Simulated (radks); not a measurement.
The numbers below are computed, except where a source is named.
Problem. Radial electron density D(r) = 4 pi r^2 rho(r) of an atom or ion with 29.5 electrons. Code: a radial shooting solver on a logarithmic mesh with Libxc functionals. Model: Dirac Kohn-Sham, PBE, spin-unpolarised, spherical densities, point nucleus.

| r (bohr) | D(r) (e/bohr) |
|---|---|
| 0.002048 | 1.230 |
| 0.002327 | 1.550 |
| 0.002645 | 1.948 |
| 0.00303 | 2.476 |
| 0.003444 | 3.092 |
| 0.003946 | 3.901 |
| 0.004485 | 4.834 |
| 0.005097 | 5.962 |
| 0.005839 | 7.407 |
| 0.006637 | 9.028 |
| 0.007543 | 10.93 |
| 0.008642 | 13.27 |
| 0.009822 | 15.79 |
| 0.01116 | 18.59 |
| 0.01279 | 21.84 |
| 0.01454 | 25.07 |
| 0.01665 | 28.56 |
| 0.01893 | 31.75 |
| 0.02151 | 34.63 |
| 0.02465 | 37.14 |
| 0.02801 | 38.75 |
| 0.03184 | 39.47 |
| 0.03648 | 39.19 |
| 0.04146 | 38.00 |
| 0.04712 | 36.19 |
| 0.05398 | 34.06 |
| 0.06135 | 32.45 |
| 0.07029 | 31.82 |
| 0.07989 | 32.67 |
| 0.0908 | 35.01 |
| 0.104 | 38.69 |
| 0.1182 | 42.37 |
| 0.1344 | 45.08 |
| 0.154 | 45.69 |
| 0.175 | 43.51 |
| 0.2005 | 38.55 |
| 0.2278 | 32.58 |
| 0.259 | 27.06 |
| 0.2967 | 23.38 |
| 0.3372 | 22.74 |
| 0.3832 | 24.38 |
| 0.4391 | 27.00 |
| 0.499 | 28.51 |
| 0.5672 | 27.90 |
| 0.6498 | 24.73 |
| 0.7385 | 20.12 |
| 0.8461 | 14.75 |
| 0.9616 | 10.28 |
| 1.093 | 6.898 |
| 1.252 | 4.530 |
| 1.423 | 3.181 |
| 1.617 | 2.335 |
| 1.853 | 1.692 |
| 2.106 | 1.188 |
| 2.394 | 0.7593 |
| 2.743 | 0.4114 |
| 3.117 | 0.1980 |
| 3.571 | 0.07511 |
| 4.059 | 0.02440 |
| 4.613 | 0.006271 |
| 5.285 | 0.001110 |
| 6.007 | 0.0001606 |

What is the nuclear charge?

Solution. Z = 32. The innermost maximum, from 1s, lies near gamma/Z bohr with gamma = sqrt(1 - (Z/c)^2) = 0.972, here 0.0304 bohr (found: 0.0329), and its height grows with Z. The density is that of the germanium ion Ge2.5+ in [Ar] 3d9.5 4s2; the configuration itself is not fixed sharply by these data, and Z only to about a unit. D(r) has 3 maxima, at r = 0.0329, 0.148, 0.515 bohr, and minima at 0.0697, 0.327 bohr, inside which lie 2.10, 10.97 electrons.
